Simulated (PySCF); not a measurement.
## What went wrong, or what changed?

The sound run of [La(NH3)4]3+ (singlet; a saddle point, relaxed within its symmetry) uses PySCF 2.14.0, RKS PBE, La lcecp-1-SVP with ECP46, N def2-SVP, H def2-SVP; non-relativistic Hamiltonian with scalar-relativistic core potentials where named; density fitting; no spin-orbit coupling, grid (50, 194), threshold 1e-8 and 55 cycles at the relaxed geometry:
```xyz
17

La    0.0000    0.0000    0.0029
N     1.5008    1.5008    1.4999
H     1.3787    1.3787    2.5277
H     2.5281    1.3767    1.3747
H     1.3767    2.5281    1.3747
N    -1.5008   -1.5008    1.4999
H    -1.3787   -1.3787    2.5277
H    -2.5281   -1.3767    1.3747
H    -1.3767   -2.5281    1.3747
N     1.5001   -1.5001   -1.4994
H     2.1440   -2.1440   -0.9925
H     0.9917   -2.1429   -2.1433
H     2.1429   -0.9917   -2.1433
N    -1.5001    1.5001   -1.4994
H    -2.1440    2.1440   -0.9925
H    -0.9917    2.1429   -2.1433
H    -2.1429    0.9917   -2.1433
```
This run, with dm0 from free metal ions and neutral atoms, differs:

```python
mol = gto.M(atom='''
La     0.00000    -0.00000     0.00289
N      1.50080     1.50080     1.49986
H      1.37875     1.37875     2.52770
H      2.52808     1.37672     1.37474
H      1.37672     2.52808     1.37474
N     -1.50080    -1.50080     1.49986
H     -1.37875    -1.37875     2.52770
H     -2.52808    -1.37672     1.37474
H     -1.37672    -2.52808     1.37474
N      1.50005    -1.50005    -1.49941
H      2.14402    -2.14402    -0.99254
H      0.99169    -2.14289    -2.14326
H      2.14289    -0.99169    -2.14326
N     -0.63477     0.63477    -0.63283
H     -2.14402     2.14402    -0.99254
H     -0.99169     2.14289    -2.14326
H     -2.14289     0.99169    -2.14326''',
    basis={'La': 'lcecp-1-SVP', 'N': 'def2-SVP', 'H': 'def2-SVP'},
    ecp={'La': 'lcecp-1-SVP'},
    charge=3, spin=0)
mf = dft.RKS(mol, xc='PBE')
mf.grids.atom_grid = (50, 194)  # f atoms: unpruned, at least (60, 302)
mf = mf.density_fit()  # fitting sets: La AutoAux, N def2-universal-JKFIT, H def2-universal-JKFIT
mf.conv_tol = 1e-08; mf.max_cycle = 98
mf.kernel(dm0)
mf.nuc_grad_method().kernel()
```

Question: What was changed, and how did it end?

Answer: One atom was put far too close to the first. It converged in 14 cycles, 61.363 eV from the sound run, largest force component 134.75 eV/Å. The cycle limit differs too. These settings are unsound on purpose: the numbers aren't the compound's.
```
init E= -248.412321493025
cycle= 1 E= -250.800353704739  delta_E= -2.39  |g|= 3.22  |ddm|= 5.37
cycle= 2 E= -233.082250901503  delta_E= 17.7  |g|= 6.78  |ddm|= 13.3
cycle= 3 E= -253.786608984583  delta_E= -20.7  |g|= 1.06  |ddm|= 12.6
cycle= 4 E= -250.123579083551  delta_E= 3.66  |g|= 2.43  |ddm|= 4.21
cycle= 5 E= -254.186787571924  delta_E= -4.06  |g|= 0.39  |ddm|= 3.53
...
cycle= 12 E= -254.23623690392  delta_E= -1.53e-07  |g|= 0.000134  |ddm|= 0.00128
cycle= 13 E= -254.236236915165  delta_E= -1.12e-08  |g|= 4.01e-05  |ddm|= 0.00036
cycle= 14 E= -254.236236915853  delta_E= -6.88e-10  |g|= 1.12e-05  |ddm|= 0.000117
Extra cycle  E= -254.236236915695  delta_E= 1.57e-10  |g|= 1.97e-05  |ddm|= 5.49e-05
converged SCF energy = -254.236236915695
```

Run from Python with OMP_NUM_THREADS=4; the lines above give its settings.
It took 7.6 s on 4 threads of Arm Neoverse V2, with other jobs on the host.
